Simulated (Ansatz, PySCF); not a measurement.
This triplet lies 0.57 eV below the relaxed singlet at the level B3LYP/cc-pVTZ // B3LYP-D3(BJ)/def2-TZVP (Ansatz, a program for electronic structure); other levels give the other order.

B3LYP has the VWN-RPA correlation part, as in Gaussian. 

Cartesian coordinates (Å):
```xyz
10

C     -0.1383     1.3013    -0.1245
C     -1.2957     0.5641    -0.0776
C     -1.1480    -0.8258     0.0554
C      0.1383    -1.3012     0.1245
C      1.2957    -0.5641     0.0776
C      1.1480     0.8258    -0.0554
H     -2.2766     1.0197    -0.1390
H     -2.0111    -1.4790     0.1001
H      2.2766    -1.0197     0.1390
H      2.0111     1.4790    -0.1001
```
Charge 0, spin multiplicity 3.

### Question
What dipole moment, highest occupied spin orbital and total energy does B3LYP-D3(BJ)/def2-TZVP (PySCF) give?

### Answer

```yaml
dipole_moment: 0.00 D
highest_occupied_spin_orbital: -6.43 eV
total_energy: -230.9741 Ha
```
